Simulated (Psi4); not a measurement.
Cl₄Ge (SMILES [Cl][Ge]([Cl])([Cl])[Cl]), singlet, geometry from GFN2-xTB; PBE0/aug-cc-pVTZ in Psi4.

Input for Psi4:
```
memory 2 GB

molecule mol {
0 1
Cl   -0.939889   -1.512305   -1.164323
Ge    0.000000    0.000000   -0.000000
Cl    2.082483   -0.409659    0.146805
Cl   -0.286760    1.891828   -0.929979
Cl   -0.855834    0.030135    1.947498
}

set {
  basis aug-cc-pvtz
  reference rks
}

energy('pbe0')
print_variables()
```

What the program printed (banner, timings and long lists left out):

```
   => Loading Basis Set <=

    Name: AUG-CC-PVTZ
    Role: ORBITAL
    Keyword: BASIS

         ---------------------------------------------------------
                                   SCF
               by Justin Turney, Rob Parrish, Andy Simmonett
                          and Daniel G. A. Smith
                              RKS Reference
         ---------------------------------------------------------

  ==> Geometry <==

    Molecular point group: c1
    Full point group: C1

    Geometry (in Angstrom), charge = 0, multiplicity = 1:

       Center              X                  Y                   Z               Mass
    ------------   -----------------  -----------------  -----------------  -----------------
         CL          -0.939889000000    -1.512304836439    -1.164323163561    34.968852682000
         GE           0.000000000000     0.000000163561    -0.000000163561    73.921177761000
         CL           2.082483000000    -0.409658836439     0.146804836439    34.968852682000
         CL          -0.286760000000     1.891828163561    -0.929979163561    34.968852682000
         CL          -0.855834000000     0.030135163561     1.947497836439    34.968852682000

  Running in c1 symmetry.

  Rotational constants: A =      0.03994  B =      0.03994  C =      0.03994 [cm^-1]
  Rotational constants: A =   1197.40850  B =   1197.40837  C =   1197.40819 [MHz]
  Nuclear repulsion =  805.370965100102808

  Charge       = 0
  Multiplicity = 1
  Electrons    = 100
  Nalpha       = 50
  Nbeta        = 50

  ==> Algorithm <==

  SCF Algorithm Type is DF.
  DIIS enabled.
  MOM disabled.
  Fractional occupation disabled.
  Guess Type is SAD.
  Energy threshold   = 1.00e-06
  Density threshold  = 1.00e-06
  Integral threshold = 1.00e-12

  ==> Primary Basis <==

  Basis Set: AUG-CC-PVTZ
    Blend: AUG-CC-PVTZ
    Number of shells: 83
    Number of basis functions: 259
    Number of Cartesian functions: 305
    Spherical Harmonics?: true
    Max angular momentum: 3

  ==> DFT Potential <==

   => LibXC <=

    Version 7.1.2
    S. Lehtola, C. Steigemann, M. J. T. Oliveira, and M. A. L. Marques,  SoftwareX 7, 1–5 (2018) (10.1016/j.softx.2017.11.002)

   => Composite Functional: PBE0 <=

    PBE0 Hyb-GGA Exchange-Correlation Functional

    C. Adamo and V. Barone,  J. Chem. Phys. 110, 6158 (1999) (10.1063/1.478522)
    M. Ernzerhof and G. E. Scuseria,  J. Chem. Phys. 110, 5029 (1999) (10.1063/1.478401)

    Deriv               =              1
    GGA                 =           TRUE
    Meta                =          FALSE

    Exchange Hybrid     =           TRUE
    MP2 Hybrid          =          FALSE

   => Exchange Functionals <=

    0.7500   Perdew, Burke & Ernzerhof

   => Exact (HF) Exchange <=

    0.2500               HF

   => Correlation Functionals <=

    1.0000   Perdew, Burke & Ernzerhof

   => LibXC Density Thresholds  <==

    XC_HYB_GGA_XC_PBEH:  1.00E-15

   => Molecular Quadrature <=

    Radial Scheme          =       TREUTLER
    Pruning Scheme         =           NONE
    Nuclear Scheme         =       TREUTLER

    Blocking Scheme        =         OCTREE
    BS radius alpha        =              1
    Pruning alpha          =              1
    Radial Points          =             75
    Spherical Points       =            302
    Total Points           =         109847
    Total Blocks           =            958
    Max Points             =            256
    Max Functions          =            259
    Weights Tolerance      =       1.00E-15

   => Loading Basis Set <=

    Name: (AUG-CC-PVTZ AUX)
    Role: JKFIT
    Keyword: DF_BASIS_SCF

  ==> Integral Setup <==

  SCF_SUBTYPE=INCORE selected. In-core MEM_DF algorithm will be used.
  Using in-core AOs.

  ==> MemDFJK: Density-Fitted J/K Matrices <==

    J tasked:                   Yes
    K tasked:                   Yes
    wK tasked:                   No
    Algorithm:                 Core
    Schwarz Cutoff:           1E-12
    Mask sparsity (%):       0.0000
    Fitting Condition:        1E-10

   => Auxiliary Basis Set <=

  Basis Set: (AUG-CC-PVTZ AUX)
    Blend: AUG-CC-PVTZ-JKFIT
    Number of shells: 226
    Number of basis functions: 832
    Number of Cartesian functions: 1049
    Spherical Harmonics?: true
    Max angular momentum: 4

  Minimum eigenvalue in the overlap matrix is 1.7338552288E-04.
  Reciprocal condition number of the overlap matrix is 2.1641499725E-05.
    Using symmetric orthogonalization.

  ==> Pre-Iterations <==

  SCF Guess: Superposition of Atomic Densities via on-the-fly atomic UHF (no occupation information).

   -------------------------
    Irrep   Nso     Nmo
   -------------------------
     A        259     259
   -------------------------
    Total     259     259
   -------------------------

  ==> Iterations <==

                           Total Energy        Delta E     RMS |[F,P]|

   @DF-RKS iter SAD: -3914.09531413722243   -3.91410e+03   0.00000e+00
   @DF-RKS iter   1: -3916.11009773773048   -2.01478e+00   8.64842e-03 DIIS/ADIIS
   @DF-RKS iter   2: -3914.87372868604052    1.23637e+00   1.40657e-02 DIIS/ADIIS
   @DF-RKS iter   3: -3917.23695189245154   -2.36322e+00   5.68591e-04 DIIS/ADIIS
   @DF-RKS iter   4: -3917.23625725577813    6.94637e-04   4.26339e-04 DIIS/ADIIS
   @DF-RKS iter   5: -3917.24243458342289   -6.17733e-03   6.33136e-05 DIIS
   @DF-RKS iter   6: -3917.24259459249015   -1.60009e-04   7.22854e-06 DIIS
   @DF-RKS iter   7: -3917.24259619190934   -1.59942e-06   1.73849e-06 DIIS
   @DF-RKS iter   8: -3917.24259628622667   -9.43173e-08   1.31321e-07 DIIS
  Energy and wave function converged.

  ==> Post-Iterations <==

   Electrons on quadrature grid:
      Ntotal   =   99.9999949036 ; deviation = -5.096e-06

    Orbital Energies [Eh]
    ---------------------

    Doubly Occupied:

[...]
    Virtual:

[...]
    Final Occupation by Irrep:
              A
    DOCC [    50 ]
    NA   [    50 ]
    NB   [    50 ]

  @DF-RKS Final Energy: -3917.24259628622667

   => Energetics <=

    Nuclear Repulsion Energy =            805.3709651001028078
    One-Electron Energy =               -7041.5179430926409623
    Two-Electron Energy =                2463.2611065787068583
    DFT Exchange-Correlation Energy =    -144.3567248723954606
    Empirical Dispersion Energy =           0.0000000000000000
    VV10 Nonlocal Energy =                  0.0000000000000000
    Total Energy =                      -3917.2425962862266715

Computation Completed

Properties will be evaluated at   0.000000,   0.000000,   0.000000 [a0]

Properties computed using the SCF density matrix

 Multipole Moments:

 ------------------------------------------------------------------------------------
     Multipole            Electronic (a.u.)      Nuclear  (a.u.)        Total (a.u.)
 ------------------------------------------------------------------------------------

 L = 1.  Multiply by 2.5417464519 to convert [e a0] to [Debye]
 Dipole X            :          0.0000001           -0.0000000            0.0000001
 Dipole Y            :         -0.0000142           -0.0000012           -0.0000154
 Dipole Z            :         -0.0000341            0.0000012           -0.0000329
 Magnitude           :                                                    0.0000363

 ------------------------------------------------------------------------------------

  Variable Map:
  ----------------------------------------------------------------------------
[...]
  Array Variable Map:
  ----------------------------------------------------------------------------
[...]
[...]
```
